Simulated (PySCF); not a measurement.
Structure problem from calculated spectra and properties.

Formula: C12H20Si.

| Item | Value |
| --- | --- |
| Dipole | 0.07 D [CAM-B3LYP/def2-SVPD] |
| 1H NMR | chemical shifts (computed TMS as zero) by class: 0.40 (8 H), 0.23 (8 H), -1.13 (4 H) ppm [GIAO HF/pcSseg-1] |
| UV, strongest line | among the 10 lowest singlet transitions: S10 at 8.08 eV (154 nm, f = 0.014) [TDDFT CAM-B3LYP/def2-SVPD] |
| 13C NMR | chemical shifts (computed TMS as zero) by class: -1.6 (8 C), -13.7 (4 C) ppm [GIAO HF/pcSseg-1] |
| UV, first state | lowest singlet excitation: 7.71 eV (161 nm, f = 0.002) [TDDFT CAM-B3LYP/def2-SVPD] |
| Rotational structure | rotational constants A, B, C: 0.730, 0.597, 0.570 GHz [PBE0-D3(BJ)/def2-SVP] |
| Polarisability | 151.9 au [CAM-B3LYP/def2-SVPD] |

The electronic properties come from PySCF, for the isolated species, density fitting. Levels stand in brackets. Isolated species at its PBE0-D3(BJ)/def2-SVP geometry (one conformer only). NMR classes are plain means over equivalent atoms (diastereotopic ones count apart unless rotation or inversion swaps them), as if these changed places fast.

Problem. Give a SMILES that accounts for the data.

Solution. Numbering: `[CH2:1]1[CH2:2][CH:3]1[Si:4]([CH:5]1[CH2:6][CH2:7]1)([CH:8]1[CH2:9][CH2:10]1)[CH:11]1[CH2:12][CH2:13]1`. Its formula, C12H20Si, gives 4 degrees of unsaturation: 4 rings and 0 π bonds in the structure found. 12 carbons fall into 2 classes; from least to most shielded: three-membered-ring carbon [C1/C2/C6/C7/C9/C10/C12/C13] (-1.6 ppm, 8 C), ring sp3 carbon bound to silicon [C3/C5/C8/C11] (-13.7 ppm, 4 C, up to 8.5 ppm apart in this geometry). Hydrogen classes from least to most shielded: 8 H on 8 three-membered-ring carbons, C1/C2/C6/C7/C9/C10/C12/C13 (0.40 ppm), 8 H on 8 three-membered-ring carbons, C1/C2/C6/C7/C9/C10/C12/C13 (0.23 ppm), 4 H on 4 like atoms (sp3 carbon bound to silicon), C3/C5/C8/C11 (-1.13 ppm, a mean of values up to 1.0 ppm apart in this geometry). The optimised geometry has point group C1 and is an asymmetric top. Structure: `C1CC1[Si](C1CC1)(C1CC1)C1CC1`. Computed isomers that give other values at the same levels: `C=CC[Si](CC=C)(CC=C)CC=C` (rotational constant A: 0.592 GHz; this holds for the one conformer computed). The assignments are read from this structure; whether some other isomer fits the data as well wasn't checked.

Conformer computed: `[CH2:1]1[CH2:2][CH:3]1[Si:4]([CH:5]1[CH2:6][CH2:7]1)([CH:8]1[CH2:9][CH2:10]1)[CH:11]1[CH2:12][CH2:13]1`: C2–C3–Si4–C5 -33°, C3–Si4–C5–C6 -152°, C3–Si4–C8–C9 -33°, C3–Si4–C11–C12 -36°.
